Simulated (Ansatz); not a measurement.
Ideal-gas functions of `OB(O)BS` at 298.15 K and 1 bar, from an Ansatz frequency run at PBE0-D4/def2-TZVP.

Molar mass 89.72 g/mol, point group Cs (symmetry number 1), electronic degeneracy 1, moments of inertia 54.548, 250.194, 304.742 u Å². Harmonic wavenumbers (cm⁻¹, unscaled): 41, 139, 315, 369, 457, 547, 586, 657, 659, 806, 835, 931, 1000, 1020, 1101, 1356, 1407, 2608, 2679, 3843, 3908.

Use S(trans) = R[1.5 ln M + 2.5 ln T − 1.1517]; rotational temperatures θ = 24.2544 K / I; S(rot) = R[ln(√π/σ · √(T³/θAθBθC)) + 1.5]; for each mode x = 1.438777 ν̃/T, S = R[x/(eˣ − 1) − ln(1 − e⁻ˣ)] and H = RT x/(eˣ − 1); 1 cm⁻¹ = 0.0119627 kJ/mol; R = 8.31446 J/(mol·K).

Q: By hand: the entropy, in J/(mol·K).

A: Translation 164.9. Rotation: θ = 0.4446, 0.0969, 0.0796 K, giving 111.9. Vibration, mode by mode: 21.80, 11.79, 5.59, 4.54, 3.24, 2.30, 1.98, 1.51, 1.50, 0.85, 0.76, 0.52, 0.39, 0.36, 0.26, 0.09, 0.07, 0.00, 0.00, 0.00, 0.00, in all 57.6. Electronic 0.0. Sum 334.4 J/(mol·K).

Q: By hand: H − E and G − E in kJ/mol, counted from the electronic energy.

A: Zero-point energy ½ × 25264 × 0.0119627 = 151.1; thermal vibration 9.0; translation, rotation and pV give 4 RT = 9.9. H − E = 170.0 kJ/mol, and G − E = 170.0 − 298.15 × 334.4/1000 = 70.3 kJ/mol.

Vibration gives 17 % of the entropy, 33.6 J/(mol·K) of it from the modes under 150 cm⁻¹: soft modes count most, and the harmonic formula is weakest for them. The sum counts one conformer and one mirror image; others add a mixing term.
